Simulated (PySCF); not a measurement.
C₆ coefficients of unlike pairs at PBE

Calculated with PySCF 2.14 from the dipole response of each species, C₆(A,B) = (3/π) ∫ α_A(iu) α_B(iu) du, in atomic units, from isotropic polarisabilities. For ions this is the dispersion term alone; charge-induced terms of lower order in 1/R come first.

| species | configuration | basis | relativity | α (bohr³) | C₆ (like pair) |
| --- | --- | --- | --- | --- | --- |
| N | [He] 2s2 2p3 (4S) | aug-cc-pVDZ (4s3p2d) | none | 7.412 | 25.07 |
| In³⁺ | [Kr] 4d10 (1S) | aug-cc-pVTZ-PP with one added diffuse shell each of d, f type with ECP28MDF (6s5p5d3f) | core potential | 2.737 | 7.470 |
| Ca²⁺ | [Ar] (1S) | dyall-av2z (17s13p4d) | none | 3.220 | 10.93 |
| Ne²⁺ | [He] 2s2 2p4 (3P) | aug-cc-pwCVQZ (9s8p6d4f2g) | none | 0.8730 | 1.110 |

Estimate C₆ for Ca²⁺ with N.

The integral gives 15.58. The combination rule 2 C_A C_B / (C_A α_B/α_A + C_B α_A/α_B) gives 15.20 and the geometric mean 16.55.

No spin-orbit coupling is included.

The other pairs:

```
      pair     C₆
Ne²⁺, Ca²⁺  3.409
Ne²⁺, In³⁺  2.819
   In³⁺, N  12.94
   Ne²⁺, N  4.607
Ca²⁺, In³⁺  9.033
```
